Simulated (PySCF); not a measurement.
## NMR problem set

PySCF 2.14 calculation with structure optimised with GFN2-xTB and shieldings: GIAO PBE0/pcSseg-1; fast rotation and ring inversion assumed for equivalent nuclei, non-relativistic, gas phase, one conformer.

δ = σ(ref) − σ, references computed at the same level: 1H (σ = 31.72 ppm) and 13C (σ = 186.93 ppm) against TMS. Splittings of carbon signals by F and P are missing where no couplings were computed. Where no couplings were computed, multiplicities follow the n + 1 count of equivalent neighbours, and m marks all less simple cases (inequivalent or close neighbours, rings, F or P nearby). Acid and N–H amide carbonyl carbons lie up to 10 ppm further downfield in solution (hydrogen bonding). Shifts are as computed. Against solution values, carbons near 30 ppm lie about +3 ppm off and those near 130 ppm about +5 ppm. Of 1211 compounds with measured shifts, 218 miss one by over three times the rms of a fit or turn the order of signals round; such compounds aren't used in these exercises. OH and NH positions are gas-phase values without hydrogen bonding to other molecules.

Question: C5H15NSi2. 1H NMR (300 MHz, computed): δ 7.72 (m, 1H), 7.36 (m, 1H), 4.90 (d, 2H), 4.46 (m, 2H), 2.59 (s, 6H), 0.18 (t, 3H). 13C{1H} NMR (computed): δ 161.8, 156.1, 41.1, -5.4. What is it?

Answer: `InChI=1S/C5H15NSi2/c1-6(2)8-5-4-7-3/h4-5H,7-8H2,1-3H3/b5-4-`. The formula gives 1 degree of unsaturation (no ring in the answer). 4 carbon signals for 5 carbons: some carbons are equivalent by symmetry or fast rotation. Carbon types of the structure: 2 × CH, 3 × CH3, leaving 4 H on heteroatoms. δC 161.8, 156.1: alkene CH; as expected for a trigonal carbon in a double bond. δC -5.4: methyl carbon bonded to Si; an electropositive neighbour leaves it electron-rich and shielded. δH 7.72, 7.36: hydrogen on an alkene CH; olefinic region. δH 0.18: hydrogen on a methyl carbon bonded to Si; an electropositive neighbour shields it, as in TMS itself.

The data come from this structure; uniqueness wasn't tested.

Question: C7H9P. 1H NMR (300 MHz, computed): δ 6.92 (m, 1H), 6.89 (m, 1H), 6.83 (m, 1H), 5.81 (m, 1H), 5.26 (m, 1H), 4.81 (m, 1H), 2.43 (m, 3H). 13C{1H} NMR (computed): δ 158.3 (C), 156.2 (C), 145.0 (CH), 143.6 (CH), 142.6 (CH), 120.3 (CH2), 21.9 (CH3). What is it?

Answer: `C=Cc1ccc(C)[pH]1`. 7 carbon signals for 7 carbons: no two carbons are equivalent. Carbon types of the structure: 2 × C, 3 × CH, 1 × CH2, 1 × CH3, leaving 1 H on heteroatoms. δC 158.3, 156.2: unsaturated ring carbon. δC 145.0, 143.6: unsaturated ring CH. δC 142.6: alkene CH; an sp2 carbon of a C=C bond. δC 120.3: terminal =CH2 carbon; the olefinic region.

The shifts were computed for this structure.

Question: C7H6O3. 1H NMR (300 MHz, computed): δ 7.54 (m, 2H), 7.42 (m, 2H), 6.56 (br s, 1H), 5.40 (m, 1H). 13C{1H} NMR (computed): δ 177.1 (C), 158.3 (CH), 155.8 (CH), 94.8 (C), 86.1 (CH). Give a structure.

Answer: `O=C(O)[C@]12C=C[C@H](C=C1)O2`. The formula gives 5 degrees of unsaturation (2 rings in the answer). 5 carbon signals for 7 carbons: some carbons are equivalent by symmetry or fast rotation. Carbon types of the structure: 2 × C, 5 × CH, leaving 1 H on heteroatoms. δC 177.1: carboxylic acid carbon; lone-pair donation from the attached heteroatom keeps it upfield of a ketone carbonyl. δC 158.3, 155.8: alkene CH; as expected for a trigonal carbon in a double bond. δC 94.8: fully substituted sp3 carbon bonded to O, α to a carbonyl; the inductive effect lowers its shielding. δC 86.1: allylic sp3 CH bonded to O; pulled downfield by the heteroatom.

The data come from this structure; uniqueness wasn't tested.
